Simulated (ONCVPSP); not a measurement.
## Plane-wave convergence, ONCV potential for molybdenum

ONCVPSP 4.0.1 input, shortened (lines: element, Z, core and valence counts, functional; n l f; lmax; l rc ep ncon nbas qcut; lloc lpopt rc5 dvloc0; l nproj debl; icmod fcfact rcfact), LDA (Perdew-Wang 92), non-relativistic:

```
  Mo 42.00    8    2  -001012      upf
    1    0    2.00
    2    0    2.00
    2    1    6.00
    3    0    2.00
    3    1    6.00
    3    2   10.00
    4    0    2.00
    4    1    6.00
    4    2    5.00
    5    0    1.00
    2
    0    2.85    0.00    4    7    2.10
    1    3.00    0.21    4    9    2.70
    2    2.35    0.00    3    8    6.80
    4    4    2.20   -1.00
    0    1    2.60
    1    2    3.30
    2    2    1.20
    0    0.00    0.00
```

In the p channel the program set the typed energies aside and used 0.050, 3.350 Ha.

Question: For each optimised wave give the share of its norm inside rc, the residual kinetic energy above qcut (Ha) and the cutoffs (Ha) for errors of 10, 1, 0.1 and 0.01 mHa per electron.

Answer:

```json
{"wave": "5s", "norm inside rc": "0.297", "residual KE": "1.9e-03", "10 mHa": "1.4", "1 mHa": "2.8", "0.1 mHa": "10.7", "0.01 mHa": "13.9"}
{"wave": "p projector 1", "norm inside rc": "0.316", "residual KE": "3.2e-05", "10 mHa": "1.0", "1 mHa": "2.2", "0.1 mHa": "3.2", "0.01 mHa": "6.2"}
{"wave": "p projector 2", "norm inside rc": "0.203", "residual KE": "1.5e-01", "10 mHa": "13.1", "1 mHa": "35.4", "0.1 mHa": "40.0", "0.01 mHa": "51.2"}
{"wave": "4d", "norm inside rc": "0.730", "residual KE": "8.3e-08", "10 mHa": "11.6", "1 mHa": "14.9", "0.1 mHa": "17.5", "0.01 mHa": "19.5"}
{"wave": "d projector 2", "norm inside rc": "0.121", "residual KE": "3.2e-07", "10 mHa": "11.5", "1 mHa": "15.2", "0.1 mHa": "18.1", "0.01 mHa": "20.2"}
```

The occupied waves need 15 Ha and 17 Ha for 1 and 0.1 mHa. Note: ghosts flagged at negative energy: s at -10.7 eV; GHOST(+) flagged for p at 97.0 eV. A true bound ghost makes a file unfit for plane-wave use. 3 of 4 tests not solved or not reliable.
